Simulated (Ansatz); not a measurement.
```yaml
crystal:
  periodic: [false, false, false]
  atoms:
    - {symbol: Ga, position_ang: [0.684558, 2.475596, 0.102106]}
    - {symbol: Ga, position_ang: [-1.575125, -2.018693, 0.226901]}
    - {symbol: Sb, position_ang: [0.890567, -0.456904, -0.329008]}
basis:
  gaussian: {orbitals: x2c-TZVPPall, final_grid: {core_spheres: 5, valence_spheres: 4, degree: 11}}
total_charge: 1
hamiltonian: {xc: {name: M06-2X}}
scf: {lower_state_search: full}
output: {forces: true}
```

```sh
$ ansatz run in.yaml --threads 4 --pin off --events-out ev --progress --plain --max-ram 3916MiB
```

Shortened log:

```
Error: YAML parse error: error: line 10 column 19: hamiltonian.xc: no functional is named "M06-2X"; the names, which are not case-sensitive, are SVWN5, SPW92, PBE, PBE0, PBEsol, revPBE, revPBE0, RPBE, rPW86-PBE, HSE06, wPBEh, LC-wPBE, HISS, HF, BLYP, B3LYP, B3LYP5, BHLYP, CAM-B3LYP, r2SCAN, r2SCANh, r2SCAN0, r2SCAN50, m-r2SCAN, B97, wB97, wB97X, wB97X-V, B97M-V, wB97M-V, B2PLYP, B2GP-PLYP, PBE0-DH, PBE-QIDH
 8 |   gaussian: {orbitals: x2c-TZVPPall, final_grid: {core_spheres: 5, valence_spheres:…
 9 | total_charge: 1
10 | hamiltonian: {xc: {name: M06-2X}}
11 | scf: {lower_state_search: full}
12 | output: {forces: true}
```

In this input the method's name isn't one that the program takes here. The input was rejected before any iteration.
